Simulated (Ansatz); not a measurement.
Gas-phase electronic energies from Ansatz, PBE0-D4/def2-TZVP geometries. CCSD(T)/CBS is the MP2 limit (def2-TZVPP, def2-QZVPP) plus CCSD(T) − MP2 in def2-TZVPP, frozen cores. This one scheme is used for every species. Functionals use def2-TZVPP. HSE06 is defined as in plane-wave codes. For Ga outer-core shells are correlated without core-valence functions, which leaves a few kJ/mol of doubt a bond. Scalar relativity is left out up to krypton. Each species was taken in one conformer, which may not be the lowest.

Consider the hydrogenolysis of a C–O bond: `C=[C](O)[GaH2]` + H₂ → `C=[CH][GaH2]` + H₂O.

`C=[C](O)[GaH2]`:

Cartesian coordinates in Å:
```
C -1.369 0.590 0.114
C -0.193 0.037 0.430
O 0.074 -0.226 1.744
Ga 1.087 -0.368 -0.999
H -2.111 0.833 0.870
H -1.605 0.808 -0.919
H 0.945 -0.619 1.824
H 2.460 -1.019 -0.586
H 0.712 -0.036 -2.479
```

H₂:

Cartesian coordinates in Å:
```
H 0.078 0.365 0.001
H -0.078 -0.365 -0.001
```

`C=[CH][GaH2]`:

Cartesian coordinates in Å:
```
C 0.401 1.181 0.616
C 0.609 0.197 -0.261
Ga -0.693 -1.239 -0.465
H -0.490 1.213 1.239
H 1.105 1.999 0.759
H 1.524 0.230 -0.850
H -1.973 -1.168 0.446
H -0.484 -2.413 -1.485
```

H₂O:

Z-matrix (Å, degrees):
```
O
H 1 0.960
H 1 0.960 2 105.1
```

Problem. Is it downhill or uphill in electronic energy at CCSD(T)/CBS, and by how much? (An estimate is asked.)

Solution. The calculation gave: Downhill: ΔE = -0.90 eV.

Problem. What do these levels give: PBE-D4, HSE06-D4, B2PLYP, PBE-QIDH, BHLYP, HF/def2-SVP? (Best estimate.)

Solution. Computed: PBE-D4 -0.67, HSE06-D4 -0.78, B2PLYP -0.85, PBE-QIDH -0.87, BHLYP -0.92, HF/def2-SVP -0.98 eV.

Problem. What do rigid-rotor, harmonic-oscillator terms from PBE0-D4/def2-TZVP frequencies (298.15 K, 1 bar) make of the CCSD(T)/CBS value? (An estimate is asked.)

Solution. Ansatz gave: ΔZPE = +0.18 eV, ΔH = -0.73 eV, ΔS = 33 J/(mol·K), ΔG = -0.84 eV.

Largest T1 diagnostic among the species: 0.013.

The D4 term adds +0.05 eV with B3LYP and +0.03 eV with PBE0; it sums over pairs of atoms, weighted by their polarisabilities, and B3LYP, whose exchange is more repulsive, gets the larger term. From r2SCAN to r2SCAN0 (25 % exact exchange), in def2-TZVPP and without D4, ΔE moves by −0.10 eV.

B3LYP here is the variant with VWN-RPA as its local correlation; programs differ in this.
